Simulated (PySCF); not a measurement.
**Where the electron goes**

Species: C₆H₇P.
Structure used (PBE0-D3(BJ)/def2-SVP), in Å, numbered top down from 1:
```xyz
14
C6H7P angstrom
P      2.730   -0.118    0.543
C      0.945    0.025    0.123
C      0.183   -1.118   -0.155
C     -1.190   -1.020   -0.374
C     -1.824    0.220   -0.312
C     -1.077    1.362   -0.029
C      0.296    1.264    0.191
H      3.182    1.009   -0.207
H      3.081   -1.051   -0.479
H      0.666   -2.097   -0.207
H     -1.767   -1.920   -0.597
H     -2.900    0.296   -0.486
H     -1.564    2.339    0.021
H      0.868    2.169    0.414
```

Computed with PySCF, TDDFT CAM-B3LYP/def2-SVPD, vertical, gas phase, core orbitals frozen in the response.

Kohn–Sham orbitals with the atoms that hold most of them (Löwdin shares over 4%, at most four atoms; ? is withheld):

```json
{"orbital": "HOMO-3", "ε (eV)": "-11.04", "atoms": "P1 18%, C2 15%, C6 10%, C4 10%"}
{"orbital": "HOMO-2", "ε (eV)": "-9.60", "atoms": "P1 35%, C2 19%, C5 12%, C4 7%"}
{"orbital": "HOMO-1", "ε (eV)": "-8.68", "atoms": "C3 20%, C7 20%, C6 20%, C4 20%"}
{"orbital": "HOMO", "ε (eV)": "?", "atoms": "?"}
{"orbital": "LUMO", "ε (eV)": "0.51", "atoms": "?"}
{"orbital": "LUMO+1", "ε (eV)": "0.54", "atoms": "C6 17%, C3 17%, C4 16%, C7 15%"}
{"orbital": "LUMO+2", "ε (eV)": "1.33", "atoms": "P1 27%, C3 9%, C7 8%, H10 8%"}
```

Task: Which atoms hold the HOMO, and with what shares?

Result: P1 (bonded to C and 2 H) 33%; C2 (bonded to 2 C and P) 17%; C5 (bonded to 2 C and H) 14%; C7 (bonded to 2 C and H) 7%. By element: carbon 38% or more, phosphorus 33%.

Task: Give the leading atoms of the LUMO.

Result: C2 (bonded to 2 C and P) 20%; C5 (bonded to 2 C and H) 18%; C7 (bonded to 2 C and H) 11%; C4 (bonded to 2 C and H) 10%.

Task: What is the HOMO energy, and the HOMO–LUMO gap?

Result: ε(HOMO) = -7.89 eV; the gap is 8.41 eV (0.3090 hartree).

Task: How does S1 compare with the orbital gap of 8.41 eV?

Result: S1 is at 5.17 eV (f = 0.0004), 3.24 eV below the gap, made of HOMO→LUMO+1 (68%), HOMO-1→LUMO (27%). Its leading pair isn't HOMO and LUMO; the energies of that pair differ by 8.44 eV. 

Next come S2 at 5.61 eV (f 0.201), HOMO→LUMO (86%), HOMO-1→LUMO+1 (9%); S3 at 6.17 eV (f 0.021), HOMO→LUMO+2 (75%), HOMO-1→LUMO+1 (11%); S4 at 6.27 eV (f 0.041), HOMO-1→LUMO (44%), HOMO→LUMO+1 (25%), HOMO-2→LUMO+1 (13%); S5 at 6.60 eV (f 0.386), HOMO-1→LUMO+1 (61%), HOMO-2→LUMO (16%), HOMO→LUMO+2 (10%).

Löwdin shares depend on the basis, the more so with diffuse functions.

One conformer stands for the species.
